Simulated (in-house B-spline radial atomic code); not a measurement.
**Xe5+: [Kr] 4d10 5s2 5p1**

Level of theory: Dirac-Kohn-Sham LDA VWN5, spherical fractional occupations, Fermi nucleus of rms radius 4.7859 fm; calculated with an all-electron radial atomic-structure program (B-spline basis).

Screening seen three ways: the hydrogenic charge with the same mean radius, Z_r = [3n² - l(l+1)]/(2<r>), the one with the same energy, Z_e = n√(-2ε), and Slater's rules. Values are occupation-weighted means over j. An effective charge above Z reflects the relativistic contraction of the inner shells.

```csv
shell,electrons,ε (eV),<r> (bohr),Z_r,Z_e,Slater
1s,2,-34370,0.02668,56.22,50.26,53.70
2s,2,-5400.8,0.1143,52.51,39.85,49.85
2p,6,-4864.6,0.1001,49.95,37.82,49.85
3s,2,-1153.4,0.3065,44.04,27.62,42.75
3p,6,-979.02,0.3042,41.09,25.45,42.75
3d,10,-714.99,0.281,37.36,21.75,32.85
4s,2,-257.85,0.7157,33.53,17.41,26.25
4p,6,-202.2,0.7624,30.17,15.42,26.25
4d,10,-119.92,0.8673,24.21,11.88,14.85
5s,2,-74.24,1.669,22.47,11.68,10.00
5p,1,-59.662,1.869,19.52,10.47,10.00
```

The least bound orbital is 5p3/2 at -58.96 eV, and it is also the most diffuse (<r> = 1.888 bohr).

Spin-orbit splittings of the orbital energies (j = l + 1/2 above j = l - 1/2 when positive): 2p 324.2 eV, 3p 61.57 eV, 3d 13.03 eV, 4p 12.46 eV, 4d 2.036 eV, 5p 2.104 eV.

For the 1s electron the small component carries 3.96 % of the norm, the zero-frequency Breit interaction raises the level by 86.71 eV, self-energy by 49.88 eV, and vacuum polarisation lowers it by 6.988 eV.
